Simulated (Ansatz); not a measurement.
Consider the formal hydrolysis of the Si–C bond: `C[Si](C)(S)Cl` + H₂O → `C[Si](O)(S)Cl` + CH₄.

Computed with Ansatz on PBE0-D4/def2-TZVP structures; ΔE is electronic, products minus reactants. CCSD(T)/CBS is the MP2 limit (def2-TZVPP, def2-QZVPP) plus CCSD(T) − MP2 in def2-TZVPP, frozen cores. This one scheme is used for every species. DFT in def2-TZVPP. Each species was taken in one conformer, which may not be the lowest.

```json
{"level": "PBE-D4", "ΔE (kcal/mol)": "-24.3"}
{"level": "ωB97M-V", "ΔE (kcal/mol)": "-26.1"}
{"level": "r2SCAN", "ΔE (kcal/mol)": "-27.1"}
{"level": "SCS-MP2/def2-TZVPP", "ΔE (kcal/mol)": "-26.6"}
{"level": "CCSD/def2-TZVPP", "ΔE (kcal/mol)": "-26.1"}
{"level": "CCSD(T)/def2-TZVPP", "ΔE (kcal/mol)": "-25.7"}
{"level": "HF/def2-QZVPP", "ΔE (kcal/mol)": "-29.7"}
{"level": "MP2/def2-QZVPP", "ΔE (kcal/mol)": "-25.4"}
```

What does CCSD(T)/CBS give? (An estimate is asked.)

Ansatz gave: -25.1 kcal/mol. The listed levels differ from it by 0.8, -1.0, -2.0, -1.5, -1.0, -0.6, -4.6, -0.3 kcal/mol.

Largest T1 diagnostic among the species: 0.010.

The D4 term adds +1.1 kcal/mol with B3LYP and +0.6 kcal/mol with PBE0; it sums over pairs of atoms, weighted by their polarisabilities, and B3LYP, whose exchange is more repulsive, gets the larger term. In def2-TZVPP, CCSD(T) changes the Hartree–Fock value by +3.9 kcal/mol (the triples alone add +0.4 kcal/mol) and MP2 by +3.9 kcal/mol.

B3LYP here is the variant with VWN-RPA as its local correlation; programs differ in this.
